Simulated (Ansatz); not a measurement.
Mulliken charges of CH6GeSSi (`[CH2]1[SiH2][S][GeH2]1`) from ωB97M-V/def2-TZVPP in Ansatz (PBE0-D4/def2-TZVP geometry).

```
atom   x (Å)   y (Å)   z (Å)  charge (e)
  C1  -0.758   0.529   0.265      -0.513
 Si2  -0.086   0.002  -1.412       0.299
  S3   1.591  -1.129  -0.686      -0.347
 Ge4   0.673  -0.410   1.236       0.287
  H5  -0.749   1.606   0.436       0.152
  H6  -1.750   0.138   0.495       0.152
  H7  -1.029  -0.839  -2.196      -0.033
  H8   0.339   1.142  -2.268      -0.033
  H9   1.641   0.495   2.018       0.018
 H10   0.213  -1.585   2.115       0.018
```

By hand: the dipole of these point charges (1 e Å = 4.8032 D).

Σ q r = (-0.319, 0.239, 0.398) e Å, of length 0.563 e Å = 2.70 D.

How does the dipole of the full density compare? (Best estimate.)

Computed: (-0.315, 0.228, 0.257) e Å, 2.24 D; the point charges give 1.21 times that, at 12° from its direction.

Point charges leave out the atoms' own dipoles, such as those of lone pairs, and Mulliken's split depends on the basis, so the two needn't agree.
